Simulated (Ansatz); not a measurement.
`O[SiH2]C#[C][GeH2][OH]` → 2 C• + Ge• + 6 H• + 2 O• + Si•  (atomization)

Isolated molecules relaxed with PBE0-D4/def2-TZVP in Ansatz; ΔE leaves out vibrations. CCSD(T)/CBS adds triple-zeta CCSD(T) − MP2 to the extrapolated MP2 energy (def2 sets, frozen cores). This one scheme is used for every species, atoms too. DFT in def2-TZVPP. B3LYP here is the variant with VWN-RPA as its local correlation; programs differ in this. No spin–orbit coupling; open shells (•) take unrestricted orbitals. Spin–orbit coupling would lower the free atoms: a little for C, O, Si; clearly for Ge. For Ge outer-core shells are correlated without core-valence functions, so the limit isn't a true one: a few kJ/mol of doubt a bond, and 10 to 20 or more in all where bonds break to atoms. Scalar relativity is left out up to krypton. Each species was taken in one conformer, which may not be the lowest.

`O[SiH2]C#[C][GeH2][OH]`:

```xyz
12

O     1.568    0.791    2.771
Si   -0.002    0.925    2.313
C    -0.265    0.227    0.641
C    -0.432   -0.256   -0.460
Ge   -0.690   -0.978   -2.207
O     0.763   -0.664   -3.179
H     1.979   -0.074    2.719
H    -0.304    2.371    2.304
H    -0.917    0.201    3.231
H    -1.922   -0.300   -2.827
H    -0.809   -2.500   -2.153
H     1.031    0.258   -3.154
```

```tsv
level	ΔE (kcal/mol)	difference from CCSD(T)/CBS
PBE0-D4	1062.7	-14.7
ωB97M-V	1071.1	-6.3
B2PLYP	1061.4	-16.0
PBE	1080.0	2.6
B3LYP	1055.7	-21.7
MP2/def2-TZVPP	1074.9	-2.5
CCSD/def2-TZVPP	1029.7	-47.7
MP2/def2-QZVPP	1091.8	14.4
HF/CBS(def2)	763.4	-314.0
CCSD/CBS(def2)	1058.2	-19.2
CCSD(T)/CBS	1077.4	0
```

Largest T1 diagnostic among the species: 0.012.

The D4 term adds +9.6 kcal/mol with B3LYP and +5.1 kcal/mol with PBE0; it sums over pairs of atoms, weighted by their polarisabilities, and B3LYP, whose exchange is more repulsive, gets the larger term. From PBE to PBE0 (25 % exact exchange), in def2-TZVPP and without D4, ΔE moves by −22.4 kcal/mol: exact exchange takes away binding that semilocal exchange gives to molecules. In def2-TZVPP, CCSD(T) changes the Hartree–Fock value by +287.3 kcal/mol (the triples alone add +19.2 kcal/mol) and MP2 by +313.3 kcal/mol; breaking electron pairs costs correlation energy, which Hartree–Fock lacks.

For atomizations the MP2-based limit and the directly extrapolated one differ by several kJ/mol either way, and by 10 to 25 for some Ge, Se and Sn compounds, so smaller differences from it don't rank the levels.
